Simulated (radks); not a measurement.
Results of a calculation; reference values are marked as such.
All-electron atom: Rh18+ in [Ar] 3d9 (the NIST ground configuration).

Level of theory: scalar-relativistic Kohn-Sham, LB94 model potential, spin-polarised, spherical densities, finite nucleus; open shells are filled with parallel spins first (spin-orbit coupling, left out, can overturn this in heavy ions); Fermi nuclear charge, rms radius 4.4945 fm (a radial shooting solver on a logarithmic mesh with Libxc functionals).

Energy parts (hartree):
part                    energy
kinetic             4825.96270
electron-nucleus  -10705.52538
Hartree             1355.73757
(The LB94 potential has no energy functional, so no total or exchange-correlation energy is given.)

Orbitals (lengths in bohr, moments of r in powers of bohr; r(90%) holds 90 % of the orbital's charge):
orbital  occ.  eigenvalue (hartree)  r(90%)  <1/r>
1s down     1             -870.5282  0.0584  47.10
1s up       1             -870.5261  0.0584  47.10
2s up       1             -142.7998   0.218  10.68
2s down     1             -142.7968   0.218  10.69
2p down     3             -130.1876   0.200  10.37
2p up       3             -130.1860   0.200  10.37
3s up       1             -39.99181   0.563  3.777
3s down     1             -39.90903   0.564  3.774
3p up       3             -35.82011   0.571  3.621
3p down     3             -35.73715   0.572  3.618
3d up       5             -29.24625   0.557  3.430
3d down     4             -29.16632   0.558  3.429

The highest occupied level is 3d down at -793.66 eV. For comparison, the ionisation energy in NIST's Atomic Spectra Database is 794 eV (theoretical). In exact Kohn-Sham theory the highest level is minus the ionisation energy, but local and semilocal functionals leave it too shallow, through self-interaction and a potential that decays too fast; potentials with the right tail come closer.
